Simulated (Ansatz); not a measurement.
Ansatz (a program for electronic structure) input (B3LYP-D3(BJ)/def2-TZVP):

Ansatz 0.2 input:
```yaml
crystal:
  periodic: [false, false, false]
  atoms:
    - {symbol: Tl, position_ang: [-0.99074367, -0.73604992, -0.86482501]}
    - {symbol: I, position_ang: [0.99058931, 0.67152432, 0.85026425]}
basis:
  gaussian:
    orbitals: def2-TZVP
hamiltonian:
  xc: b3lyp
  dispersion: d3bj
total_charge: -1
magnetization: {spin_polarized: true, initial_magnetization: 1}
relax: {f_tol: 0.002, max_steps: 150}
```

Output:

```
Functional definition: B3LYP
integrals: 0.03 GiB planned
857 factors; their error is unknown
mean field: 0.43 GiB planned
mean field evaluation 1: about -12801.1577 eV, gradient 1.6e1 eV
mean field evaluation 2: about -12800.2268 eV, gradient 2.3e1 eV
mean field evaluation 4: about -12802.4950 eV, gradient 6.6e-1 eV
mean field evaluation 8: about -12802.7659 eV, gradient 4.7e-2 eV
mean field evaluation 16: about -12802.7213 eV, gradient 2.3e0 eV
mean field -12802.76591021 eV, -470.4929691737 hartree, gradient 2.3e-5 eV, S^2 0.751365; 2 other end points of the search recorded, 0 dependent functions left out
the calculation of the forces begins
reference -12802.76609049 eV, -470.4929757991 hartree; 24, 23 occupied and 76, 77 virtual orbitals, 857 factors
relax step   1: F+E_penalty+E_count = -12802.87544718 eV  Δ(F+E_penalty+E_count) = +0.000e0 eV  max|allowed force component| = 3.659e-1 eV/Å  Δτ_max = 0.0000 Å  (54 SCF iters, accepted)
these checks for a lower state are left out or cut short: starts, cluster_reference, orbital_swaps, neighbouring_geometries, increment
integrals: 0.03 GiB planned
857 factors; their error is unknown
mean field: 0.43 GiB planned
mean field evaluation 32: about -12802.7984 eV, gradient 3.5e-4 eV
mean field -12802.79838031 eV, -470.4941624278 hartree, gradient 7.1e-6 eV, S^2 0.751361; 0 other end points of the search recorded, 0 dependent functions left out
the calculation of the forces begins
reference -12802.79856142 eV, -470.4941690837 hartree; 24, 23 occupied and 76, 77 virtual orbitals, 857 factors
relax step   2: F+E_penalty+E_count = -12802.90727941 eV  Δ(F+E_penalty+E_count) = -3.183e-2 eV  max|allowed force component| = 1.708e-1 eV/Å  Δτ_max = 0.0402 Å  (35 SCF iters, accepted)
these checks for a lower state are left out or cut short: starts, cluster_reference, orbital_swaps, neighbouring_geometries, increment
integrals: 0.03 GiB planned
857 factors; their error is unknown
mean field: 0.42 GiB planned
mean field -12802.81090566 eV, -470.4946227261 hartree, gradient 7.6e-6 eV, S^2 0.751359; 0 other end points of the search recorded, 0 dependent functions left out
the calculation of the forces begins
reference -12802.81108777 eV, -470.4946294184 hartree; 24, 23 occupied and 76, 77 virtual orbitals, 857 factors
relax step   3: F+E_penalty+E_count = -12802.91884213 eV  Δ(F+E_penalty+E_count) = -1.156e-2 eV  max|allowed force component| = 5.059e-3 eV/Å  Δτ_max = 0.0496 Å  (35 SCF iters, accepted)
these checks for a lower state are left out or cut short: starts, cluster_reference, orbital_swaps, neighbouring_geometries, increment
integrals: 0.03 GiB planned
857 factors; their error is unknown
mean field: 0.42 GiB planned
mean field -12802.81087868 eV, -470.4946217347 hartree, gradient 2.1e-5 eV, S^2 0.751359; 0 other end points of the search recorded, 0 dependent functions left out
the calculation of the forces begins
reference -12802.81106075 eV, -470.4946284257 hartree; 24, 23 occupied and 76, 77 virtual orbitals, 857 factors
relax step   4: F+E_penalty+E_count = -12802.91885505 eV  Δ(F+E_penalty+E_count) = -1.292e-5 eV  max|allowed force component| = 3.962e-4 eV/Å  Δτ_max = 0.0018 Å  (37 SCF iters, accepted)
integrals: 0.03 GiB planned
857 factors; their error is unknown
mean field: 0.42 GiB planned
mean field evaluation 64: about -12802.5398 eV, gradient 3.0e-1 eV
mean field -12802.81087868 eV, -470.4946217347 hartree, gradient 2.1e-5 eV, S^2 0.751359; 3 other end points of the search recorded, 0 dependent functions left out
the calculation of the forces begins
reference -12802.81106075 eV, -470.4946284257 hartree; 24, 23 occupied and 76, 77 virtual orbitals, 857 factors
Total energy: -12802.91903712 eV, -470.4985964841 hartree
Atom 0 at    -1.049325    -0.777667    -0.915535 Å, force    -0.000396    -0.000281    -0.000343 eV/Å
Atom 1 at     1.049171     0.713142     0.900974 Å, force     0.000396     0.000281     0.000343 eV/Å
Dipole moment:    -0.437097    -0.310522    -0.378362 e Å
```
